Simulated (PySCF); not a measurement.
**Ionisation energy along the 14-electron series**

Calculated with PySCF 2.14 and a two-component X2C-1e Hamiltonian (Gaussian nucleus, no Breit or QED terms), each ion in its own even-tempered basis scaled to its charge; GMP2 freezes 1s2 and drops the highest virtual spinors. Values in eV. NIST values: (m) measured, (s) semi-empirical, (t) theoretical.

```csv
ion,configuration,GHF (spin-free),GMP2 (spin-free),GHF (screened spin-orbit),GMP2 (screened spin-orbit),NIST
Ru³⁰⁺,[Ne] 3s2 3p2,1724.9,1725.6,1739.0,1740.8,1743 ± 4 (s)
Pd³²⁺,[Ne] 3s2 3p2,1939.9,1940.6,1958.6,1960.4,1962 ± 4 (s)
```

Q: Fill in the row of Rh³¹⁺.

A: configuration: [Ne] 3s2 3p2; GHF (spin-free): 1830.8; GMP2 (spin-free): 1831.4; GHF (screened spin-orbit): 1847.1; GMP2 (screened spin-orbit): 1848.9; NIST: 1851 ± 4 (s).
